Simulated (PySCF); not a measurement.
An unknown gives this computed stick spectrum. Theory: TDDFT CAM-B3LYP/def2-SVPD, vertical, gas phase, core orbitals frozen in the response (PySCF). Geometries: GFN2-xTB, one conformer each.

```
state  ν̃ (cm⁻¹)       f  main configurations (H = HOMO, L = LUMO)
   S1      55480  0.0044       H→L+2 (64%), H→L (22%), H→L+1 (11%)
   S2      58490   0.070                  H-1→L (58%), H→L+3 (30%)
   S3      58770   0.010                    H→L (65%), H→L+2 (20%)
   S4      59390  0.0008                             H-1→L+3 (92%)
   S5      59920   0.182                  H→L+3 (62%), H-1→L (25%)
   S6      62430  0.0046     H→L+8 (28%), H→L+5 (24%), H→L+1 (19%)
   S7      63720  0.0024                               H-2→L (86%)
   S8      63980  0.0000                  H→L+4 (71%), H→L+6 (19%)
```

Triplets computed (Tamm–Dancoff): 4.49, 6.76, 7.04 eV.

Orbital energies (eV): HOMO-3 -10.85, HOMO-2 -10.68, HOMO-1 -9.34, HOMO -8.55, LUMO 0.81, LUMO+1 1.30, LUMO+2 1.61.

**Question.** Which candidate is it? All have the formula C4H9FOSi2.
A. `C#C[Si@@](F)(CC)[SiH2]O`
B. `C#C[C@@](F)(C[SiH3])[SiH2]O`
C. `F[Si]1(O[SiH3])CC=CC1`

**Answer.** C. Its S1, at 6.88 eV, is the highest among the candidates; the nearest of the others has S1 at 5.74 eV. S1 is HOMO→LUMO+2 (64%), HOMO→LUMO (22%), HOMO→LUMO+1 (11%). Löwdin shares by element: HOMO carbon 84% (atoms not listed hold the other 16%); LUMO silicon 49%, oxygen 9%, hydrogen 8% or more (atoms not listed hold the other 34%). At the same level the other candidates give, for their lowest levels:
- `C#C[Si@@](F)(CC)[SiH2]O`: 5.41 eV (f 0.009); 6.07 eV (f 0.006); 6.17 eV (f 0.001); 6.43 eV (f 0.001); 7.00 eV (f 0.073); T1 4.88 eV; HOMO -9.08, LUMO -0.25 eV
- `C#C[C@@](F)(C[SiH3])[SiH2]O`: 5.74 eV (f 0.008); 6.55 eV (f 0.002); 6.86 eV (f 0.014); 7.14 eV (f 0.001); 7.35 eV (f 0.013); T1 5.16 eV; HOMO -8.96, LUMO 0.50 eV
